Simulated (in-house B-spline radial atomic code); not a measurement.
# RPA and G0W0 on HSE06: neutral copper

Configuration [Ar] 3d10 4s1, highest spin, mean-field start HSE06. Computed with a B-spline radial code for spherical atoms: all electrons, scalar-relativistic (spin-free one-electron X2C), finite nucleus, each spin shell either full or empty, empty states to l = 9 with an (l + 1/2)⁻⁴ tail; G0W0 by contour deformation at full frequency.

RPA overbinds a lone outer s electron by self-correlation, and G0W0 tends to as well.

Command:
```bash
python run_gw.py task.json out
```
Settings (radii: box in bohr, nucleus in fm):
```
Z                        29
electrons                29
configuration            [Ar] 3d10 4s1
hamiltonian              x2c
method                   hse06
lmax                     9
rms_radius               3.8823
spin_polarised           True
box_radius               40
intervals                73
ion_configuration        [Ar] 3d10
```

Time taken, with all properties: 10 s on 1 thread of Arm Neoverse N1 (shared host).

Energies (hartree):

```csv
term,value
mean-field total,-1654.58486
Hartree-Fock functional on these orbitals,-1653.16718
direct second order,-2.8353
second-order exchange,0.79832
SOSEX correction,0.6893
```

(1) What is the RPA correlation energy, and what remains with SOSEX?

Quasi-particle levels (eV):

```csv
level,occupied,mean field,Σx - vxc,Σc,QP weight,G0W0
4s up,yes,-5.223,-1.86,?,?,?
4s down,no,-3.204,4.30,-2.32,0.858,-1.220
```

G0W0 = mean field + (Σx - vxc) + Σc, with Σc (partial-wave tail included) taken at the quasi-particle energy. Only the outer levels were computed. Levels of low weight are left out.

(2) Where does G0W0 put 4s up?

(3) What does it cost to remove one electron (to [Ar] 3d10) by differences of total energies, each species on its own start (correlation terms add to the Hartree-Fock functional)?

Results:

(1) RPA gives -2.2011 hartree (-2.07 eV per electron); RPA + SOSEX gives -1.5118, and the second-order doubles -2.0369 hartree (no singles). RPA lacks exchange-type terms and so overcorrelates at short range.

(2) At -8.006 eV, with Σc = -0.93 eV and a quasi-particle weight of 0.836. The tabulated removal energy is 7.726 eV (NIST, measured); the calculation leaves out spin-orbit coupling, Breit and QED terms, and what these don't explain is the method's own error.

(3) HSE06 8.042 eV, Hartree-Fock functional 6.367 eV, + RPA 8.200 eV, + RPA + SOSEX 7.466 eV, + second order 9.089 eV. Tabulated: 7.726 eV (NIST, measured); the calculation leaves out spin-orbit coupling, Breit and QED terms, and what these don't explain is the method's own error.
